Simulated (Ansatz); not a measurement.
Geometry optimisation, UKS PBE0-D4/6-31G* (Ansatz 0.2.0).

input.yaml

```yaml
crystal:
  periodic: [false, false, false]
  atoms:
    - { symbol: B, position_ang: [-1.43659, -0.674042, 0.56128] }
    - { symbol: "N", position_ang: [-0.376726, -1.41805, 1.263732] }
    - { symbol: Cl, position_ang: [-1.721335, -1.008751, -1.148501] }
    - { symbol: Cl, position_ang: [-2.453681, 0.456624, 1.439803] }
    - { symbol: H, position_ang: [0.875758, 0.407799, 0.572764] }
    - { symbol: O, position_ang: [0.585095, 1.20303, 0.100864] }
    - { symbol: C, position_ang: [1.124852, 1.173054, -1.203601] }
    - { symbol: H, position_ang: [-0.00267, -2.2585, 0.842546] }
    - { symbol: H, position_ang: [-0.365563, -1.419628, 2.275455] }
    - { symbol: H, position_ang: [2.146064, 1.587363, -1.233496] }
    - { symbol: H, position_ang: [1.141895, 0.159862, -1.629653] }
    - { symbol: H, position_ang: [0.483, 1.791239, -1.841194] }
magnetization:
  spin_polarized: true
basis:
  gaussian: { orbitals: "6-31G*" }
hamiltonian:
  xc: pbe0
  dispersion: d4
relax:
  f_tol: 0.03
  max_steps: 50
output:
  orbitals: {}
```

Command:

```bash
$ ansatz run input.yaml --threads 4 --pin off --max-ram 5120MiB --backend cpu --events-out ev --progress --plain --runs-dir out
```

Task: Where does it end, and by what steps?

Result: The run converged. The force dipped under the threshold on the way, but the program's further checks kept it going. After 21 steps the energy has fallen by 0.115 eV; H12 moved furthest, 0.57 Å.

```csv
step,energy less start (eV),largest force component (eV/Å),accepted
0,0.0000,1.695,yes
1,-0.0768,0.677,yes
2,-0.0824,0.334,yes
3,-0.0998,0.273,yes
4,-0.1036,0.131,yes
5,-0.1072,0.042,yes
6,-0.1089,0.048,yes
7,-0.1088,0.094,no
8,-0.1094,0.033,yes
9,-0.1101,0.060,yes
10,-0.1080,0.185,no
11,-0.1110,0.023,yes
12,-0.1118,0.063,yes
13,-0.1122,0.057,yes
14,-0.1129,0.068,yes
15,-0.1133,0.081,yes
16,-0.1139,0.087,yes
17,-0.1142,0.052,yes
18,-0.1139,0.078,no
19,-0.1146,0.014,yes
20,-0.1146,0.047,yes
21,-0.1148,0.018,yes
```

```xyz
12
Properties=species:S:1:pos:R:3
B -1.478 -0.811 0.593
N -0.386 -1.373 1.264
Cl -1.761 -1.227 -1.099
Cl -2.585 0.255 1.444
H 0.679 0.469 0.531
O 0.558 1.309 0.066
C 1.147 1.190 -1.209
H 0.180 -2.100 0.849
H -0.259 -1.255 2.259
H 2.240 1.060 -1.159
H 0.722 0.361 -1.795
H 0.943 2.122 -1.743
```

Whether the end is a true minimum wasn't checked by a vibrational analysis.

The run took 2 min on 4 threads of Arm Neoverse N1, with other jobs on the host, peak memory 0.4 GiB.
